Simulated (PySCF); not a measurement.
**Atomic charges by several schemes**

C₂H₈O₄Si₂.
Structure used (GFN2-xTB), in Å, numbered top down from 1:
```xyz
16
C2H8O4Si2 angstrom
O     -2.0255    0.3476   -1.3187
C     -1.7489    0.1203   -0.1601
O     -1.8910    1.0553    0.7895
C     -1.1540   -1.1361    0.3336
Si     0.5874   -1.2410   -0.4839
O      0.4122   -0.9521   -2.0603
O      1.5469   -0.1653    0.2418
Si     2.0325    1.2927    0.7735
H     -2.2264    1.8791    0.4024
H     -1.1168   -1.1398    1.4171
H     -1.7379   -1.9805   -0.0212
H      1.2105   -2.5363   -0.3104
H     -0.3882   -0.5128   -2.3647
H      3.2015    0.9859    1.5910
H      0.9423    1.8784    1.5541
H      2.3480    2.1134   -0.3950
```

Density: PBE0/pcSseg-1 (PySCF); schemes: Mulliken, IAO, Hirshfeld and ESP-fitted. Geometry: GFN2-xTB, one conformer, isolated molecule. GFN2-xTB frequencies show an imaginary mode (30i cm⁻¹), so this geometry is no minimum at that level.

At which atom do the 4 schemes differ most?

At Si5: from +0.480 (Hirshfeld) to +1.355 e (IAO), 0.875 e apart.

Which atoms carry the highest charge in the Mulliken, IAO, Hirshfeld and ESP-fitted schemes?

All schemes agree: Mulliken Si5 (+1.146); IAO Si5 (+1.355); Hirshfeld Si5 (+0.480); ESP-fitted Si5 (+0.969).

Tabulate the Mulliken, IAO, Hirshfeld and ESP-fitted charges.

In e:

| atom | environment | Mulliken | IAO | Hirshfeld | ESP-fitted |
| --- | --- | --- | --- | --- | --- |
| O1 | acid carbonyl oxygen | -0.451 | -0.497 | -0.269 | -0.607 |
| C2 | carboxylic acid carbon | +0.388 | +0.537 | +0.214 | +0.864 |
| O3 | acid hydroxyl oxygen | -0.355 | -0.475 | -0.162 | -0.580 |
| C4 | sp3 carbon bound to silicon | -0.535 | -0.637 | -0.173 | -0.906 |
| Si5 | oxygen-bound silicon | +1.146 | +1.355 | +0.480 | +0.969 |
| O6 | silanol oxygen | -0.554 | -0.795 | -0.311 | -0.720 |
| O7 | siloxane oxygen | -0.722 | -0.886 | -0.304 | -0.490 |
| Si8 | oxygen-bound silicon | +0.715 | +0.885 | +0.393 | +0.597 |
| H9 | acid proton | +0.245 | +0.374 | +0.189 | +0.418 |
| H10 | methylene hydrogen | +0.166 | +0.176 | +0.051 | +0.257 |
| H11 | methylene hydrogen | +0.178 | +0.185 | +0.060 | +0.254 |
| H12 | Si–H hydrogen | -0.138 | -0.163 | -0.078 | -0.151 |
| H13 | hydroxyl hydrogen | +0.265 | +0.372 | +0.150 | +0.454 |
| H14 | Si–H hydrogen | -0.118 | -0.140 | -0.078 | -0.120 |
| H15 | Si–H hydrogen | -0.118 | -0.147 | -0.085 | -0.124 |
| H16 | Si–H hydrogen | -0.114 | -0.144 | -0.077 | -0.113 |

Mean size of the charges over all atoms: IAO 0.485 e, ESP-fitted 0.477 e, Mulliken 0.388 e, Hirshfeld 0.192 e. Each set sums to the total charge, 0, to within 0.001 e. The ESP scheme is a least-squares fit of atom-centred charges to the potential on four shells outside the van der Waals surface, with the total charge fixed.

How many electrons does the Mulliken scheme count on O1?

Z − q = 8 − (-0.451) = 8.451.

How closely do the schemes follow one another over all atoms?

Correlation coefficient and root-mean-square difference: Mulliken with IAO 1.00, 0.122 e; IAO with Hirshfeld 0.99, 0.370 e; Mulliken with Hirshfeld 0.98, 0.258 e; IAO with ESP-fitted 0.94, 0.197 e; Mulliken with ESP-fitted 0.93, 0.201 e; Hirshfeld with ESP-fitted 0.93, 0.351 e.
